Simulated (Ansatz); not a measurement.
Born–Oppenheimer molecular dynamics of Cl3H5Si2 (10 atoms, charge 0, multiplicity 1). It starts at the highest image of a converged band. Of that band: Neighbouring images differ by up to 2.2 eV, so the band resolves the path poorly. A vibrational analysis at the climbing image gives one clearly imaginary mode, 1307i cm⁻¹: a first-order saddle point.

These are results of RKS PBE0/def2-SVP (Ansatz), not measurements.

* ensemble: NVE (velocity Verlet)
* time step: 0.5 fs
* steps asked: 200
* starting velocities drawn for: 300 K
* seed: 11245

First frame:

```xyz
10
Properties=species:S:1:pos:R:3
Si 0.178 -0.386 0.021
Si -0.042 -0.022 2.606
H -1.517 -0.057 2.791
H 0.611 -0.995 3.543
H 0.564 1.325 2.776
Cl 1.854 0.370 -0.908
Cl -1.002 1.382 0.009
Cl -1.177 -1.657 -0.870
H 1.074 -1.716 0.386
H 0.688 -1.128 1.321
```

Question: How far do the bonds stretch over the last three quarters of this one trajectory? (Pairs bonded in most of those frames.)

Answer: 
```tsv
bond	mean (Å)	spread (Å)	shortest	longest
Si1–Si2	2.328	0.060	2.23	2.51
Si1–Cl6	2.109	0.101	1.93	2.22
Si1–Cl7	2.061	0.056	1.99	2.16
Si1–Cl8	2.091	0.078	1.96	2.18
Si2–H3	1.494	0.012	1.47	1.51
Si2–H4	1.493	0.011	1.47	1.51
Si2–H5	1.497	0.040	1.43	1.55
H9–H10	0.775	0.067	0.68	0.87
```

Mean temperature of the second half: 2250 K. The conserved energy stayed within 0.47 meV per atom of its start (net change 0.19 meV per atom), so the integration is sound. The kinetic energy rose, since the run started high on the potential surface and went downhill. It ends in pieces (Cl3H3Si2 + H2), so much of that is their flight and rotation, not heat. A run of 0.1 ps of so small a system gives no equilibrium averages. The orbitals stay closed-shell, which can raise the energy where a bond breaks towards radicals; this wasn't checked here.

The run took 5.3 min on 4 threads of Arm Neoverse V2 (shared host), peak memory 0.3 GiB.
